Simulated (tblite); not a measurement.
Record of a relaxation.

Compound: C2H14NPSi4.
Numbering: `[CH3:1][Si@@H:2]1[SiH2:3][Si@H:4]([CH3:5])[Si@@:6]1([NH2:7])[PH2:8]` (hydrogens: H9, H10, H11 on C1; H12 on Si2; H13, H14 on Si3; H15 on Si4; H16, H17, H18 on C5; H19, H20 on N7; H21, H22 on P8)

Computed with GFN2-xTB (tblite), gas phase: L-BFGS steps from a force-field or distance-geometry start until the largest atomic force falls under 0.01 eV/Å. 4 of its 260 geometries are shown.

Step 0: E = -644.3742 eV, largest atomic force 2.078 eV/Å
```
atom  x, y, z in Å  |  force x, y, z in eV/Å
C1      2.728   -0.089    0.159    0.886   0.027   0.981
Si2     1.364   -0.397   -1.048    0.318  -1.049  -1.420
Si3     0.256    1.505   -1.590    0.204   1.408  -0.970
Si4    -1.261    1.040    0.046   -1.533   0.090  -0.769
C5     -0.843    1.850    1.646    0.128   0.995   1.277
Si6    -0.545   -1.117   -0.047   -0.026   0.498  -0.219
N7     -0.338   -1.885    1.446   -0.184  -1.397   1.448
P8     -1.773   -2.452   -1.237   -1.473  -0.720  -1.277
H9      3.125   -1.027    0.562   -0.027   0.262  -0.032
H10     3.549    0.442   -0.308    0.123   0.023   0.033
H11     2.390    0.516    1.010    0.084  -0.237  -0.294
H12     1.800   -1.218   -2.207    0.223   0.075   0.184
H13     1.016    2.759   -1.352   -0.200  -0.114  -0.369
H14    -0.359    1.433   -2.951    0.303   0.262   0.374
H15    -2.688    1.221   -0.341    0.106   0.151   0.263
H16     0.204    1.713    1.932   -0.263  -0.026  -0.138
H17    -1.021    2.934    1.591    0.064  -0.360   0.128
H18    -1.454    1.457    2.460    0.111   0.130  -0.018
H19     0.102   -2.796    1.332    0.120   0.160   0.300
H20    -1.236   -2.089    1.886    0.300   0.107   0.211
H21    -3.033   -2.173   -0.635    0.679   0.041  -0.342
H22    -1.994   -1.608   -2.354    0.058  -0.325   0.650
```

Step 86: E = -645.1487 eV, largest atomic force 0.019 eV/Å
```
atom  x, y, z in Å  |  force x, y, z in eV/Å
C1      2.814   -0.416   -0.064    0.000  -0.001   0.000
Si2     1.302   -0.431   -1.225   -0.008   0.000   0.003
Si3     0.330    1.711   -1.482   -0.004   0.001  -0.006
Si4    -1.424    1.116   -0.004    0.005   0.000  -0.002
C5     -1.167    1.906    1.713   -0.005  -0.002  -0.002
Si6    -0.634   -1.153   -0.025   -0.002   0.002   0.007
N7     -0.247   -1.668    1.593    0.009  -0.011  -0.001
P8     -1.925   -2.724   -1.050    0.001  -0.007   0.011
H9      3.197   -1.416    0.116    0.007  -0.001   0.000
H10     3.630    0.179   -0.464   -0.003  -0.001  -0.003
H11     2.541    0.006    0.899    0.005   0.009  -0.002
H12     1.756   -1.145   -2.434    0.007  -0.016  -0.008
H13     1.141    2.888   -1.138    0.002  -0.006   0.001
H14    -0.103    2.017   -2.854    0.008   0.007   0.010
H15    -2.822    1.435   -0.366   -0.002   0.002  -0.002
H16    -0.183    1.650    2.093   -0.005   0.007   0.001
H17    -1.236    2.989    1.674   -0.002  -0.003   0.005
H18    -1.896    1.555    2.437   -0.004   0.001  -0.001
H19     0.570   -2.240    1.745   -0.011   0.009  -0.011
H20    -0.992   -2.002    2.185    0.001  -0.004   0.002
H21    -3.066   -1.947   -1.032   -0.005   0.002   0.005
H22    -1.597   -2.290   -2.318    0.004   0.010  -0.007
```

Step 173: E = -645.1887 eV, largest atomic force 0.078 eV/Å
```
atom  x, y, z in Å  |  force x, y, z in eV/Å
C1      2.893   -0.584   -0.194   -0.008  -0.022  -0.009
Si2     1.310   -0.428   -1.252    0.077   0.011   0.009
Si3     0.428    1.765   -1.394   -0.012  -0.009  -0.039
Si4    -1.415    1.160   -0.030    0.022  -0.036   0.013
C5     -1.412    1.996    1.684    0.015   0.033  -0.021
Si6    -0.581   -1.113    0.037   -0.047   0.025  -0.029
N7     -0.271   -1.779    1.607   -0.012  -0.046   0.037
P8     -1.850   -2.689   -0.960   -0.042  -0.002  -0.022
H9      3.143   -1.627   -0.015    0.024   0.031  -0.011
H10     3.752   -0.117   -0.666   -0.026  -0.005   0.015
H11     2.754   -0.116    0.776    0.002   0.042   0.006
H12     1.660   -1.120   -2.507   -0.002   0.005  -0.038
H13     1.263    2.877   -0.920    0.031  -0.006   0.031
H14     0.091    2.212   -2.755   -0.008  -0.024   0.014
H15    -2.754    1.446   -0.595    0.001  -0.025   0.039
H16    -0.454    1.845    2.172    0.009  -0.021   0.025
H17    -1.567    3.067    1.601   -0.015   0.044   0.003
H18    -2.182    1.605    2.343    0.016  -0.025  -0.025
H19     0.595   -1.580    2.078   -0.044   0.015   0.046
H20    -0.630   -2.682    1.879    0.039   0.038  -0.032
H21    -3.046   -2.053   -0.703   -0.010   0.003   0.017
H22    -1.738   -2.068   -2.187   -0.010  -0.027  -0.030
```

Step 259: E = -645.2301 eV, largest atomic force 0.008 eV/Å
```
atom  x, y, z in Å  |  force x, y, z in eV/Å
C1      2.802   -0.365   -0.054   -0.001  -0.002   0.002
Si2     1.311   -0.470   -1.244   -0.004  -0.001   0.002
Si3     0.344    1.675   -1.528   -0.001  -0.004  -0.004
Si4    -1.390    1.126   -0.009    0.001   0.003   0.007
C5     -1.075    1.913    1.702    0.000  -0.001  -0.002
Si6    -0.645   -1.161   -0.008    0.004   0.002  -0.001
N7     -0.549   -1.872    1.571    0.005  -0.002   0.003
P8     -1.885   -2.694   -1.110    0.003   0.002  -0.004
H9      3.156   -1.347    0.246    0.001  -0.003  -0.001
H10     3.639    0.161   -0.503   -0.002   0.000   0.000
H11     2.528    0.172    0.850    0.000   0.003   0.000
H12     1.826   -1.203   -2.417   -0.001  -0.001  -0.001
H13     1.182    2.835   -1.191   -0.002   0.003   0.002
H14    -0.102    1.989   -2.893    0.001  -0.001   0.003
H15    -2.787    1.482   -0.335    0.000   0.000  -0.002
H16    -0.048    1.739    2.013   -0.005   0.004  -0.001
H17    -1.234    2.986    1.687    0.002  -0.005   0.001
H18    -1.722    1.494    2.466    0.003   0.003  -0.005
H19     0.050   -1.468    2.271   -0.005  -0.002  -0.002
H20    -0.616   -2.871    1.692    0.004   0.000  -0.002
H21    -3.081   -2.046   -0.886   -0.005   0.004   0.001
H22    -1.715   -2.054   -2.322    0.002  -0.003   0.002
```

**Question.** Summarise the path.

**Answer.** The energy falls by 82.58 kJ/mol from step 0 to step 259; nine tenths of that is first reached at step 68. It rises by more than 0.2 meV at step 180. The largest force goes from 2.078 to 0.008 eV/Å. Among the bonds Si2–Si6 changes most, from 2.273 to 2.414 Å; the atoms move by 0.511 Å rms after alignment.

**Question.** Follow the three bonds and two angles with the largest change from start to end.

**Answer.** 
| step | E above end (kJ/mol) | largest force (eV/Å) | Si2–Si6 (Å) | Si4–Si6 (Å) | Si2–Si3 (Å) | H13–Si3–H14 (°) | Si6–N7–H20 (°) |
| --- | --- | --- | --- | --- | --- | --- | --- |
| 0 | 82.58 | 2.078 | 2.273 | 2.275 | 2.267 | 113.4 | 111.4 |
| 11 | 14.08 | 0.204 | 2.378 | 2.398 | 2.376 | 104.5 | 118.6 |
| 23 | 11.45 | 0.073 | 2.389 | 2.397 | 2.371 | 102.3 | 117.8 |
| 34 | 10.84 | 0.103 | 2.392 | 2.402 | 2.369 | 102.9 | 118.6 |
| 45 | 10.14 | 0.071 | 2.385 | 2.399 | 2.372 | 102.9 | 119.6 |
| 56 | 9.26 | 0.120 | 2.382 | 2.402 | 2.373 | 101.7 | 118.8 |
| 68 | 8.26 | 0.057 | 2.386 | 2.400 | 2.372 | 102.5 | 118.7 |
| 79 | 7.92 | 0.042 | 2.390 | 2.404 | 2.368 | 102.2 | 118.8 |
| 90 | 7.83 | 0.020 | 2.391 | 2.403 | 2.367 | 102.3 | 118.9 |
| 101 | 7.71 | 0.026 | 2.389 | 2.405 | 2.367 | 102.0 | 118.9 |
| 113 | 7.63 | 0.012 | 2.389 | 2.407 | 2.365 | 102.3 | 119.0 |
| 124 | 7.58 | 0.024 | 2.389 | 2.405 | 2.368 | 102.2 | 118.8 |
| 135 | 7.50 | 0.019 | 2.389 | 2.404 | 2.367 | 102.2 | 119.1 |
| 146 | 7.25 | 0.127 | 2.387 | 2.407 | 2.367 | 101.9 | 119.2 |
| 158 | 6.46 | 0.064 | 2.397 | 2.415 | 2.365 | 103.0 | 121.3 |
| 169 | 4.62 | 0.135 | 2.398 | 2.424 | 2.368 | 102.1 | 122.7 |
| 180 | 3.05 | 0.633 | 2.408 | 2.395 | 2.357 | 102.1 | 119.8 |
| 191 | 0.74 | 0.044 | 2.408 | 2.418 | 2.368 | 102.4 | 120.2 |
| 203 | 0.42 | 0.025 | 2.412 | 2.407 | 2.369 | 102.3 | 120.2 |
| 214 | 0.28 | 0.028 | 2.414 | 2.404 | 2.369 | 102.6 | 120.7 |
| 225 | 0.17 | 0.016 | 2.412 | 2.405 | 2.370 | 102.5 | 121.1 |
| 236 | 0.10 | 0.013 | 2.413 | 2.406 | 2.369 | 102.5 | 120.7 |
| 248 | 0.03 | 0.015 | 2.413 | 2.404 | 2.370 | 102.6 | 120.5 |
| 259 | 0.00 | 0.008 | 2.414 | 2.405 | 2.370 | 102.6 | 120.8 |

The cost below is that of the whole relaxation. The run took 3.9 s wall on one thread, Arm Neoverse V1 (aarch64), shared host with 32 logical CPUs at a one-minute load of 25.
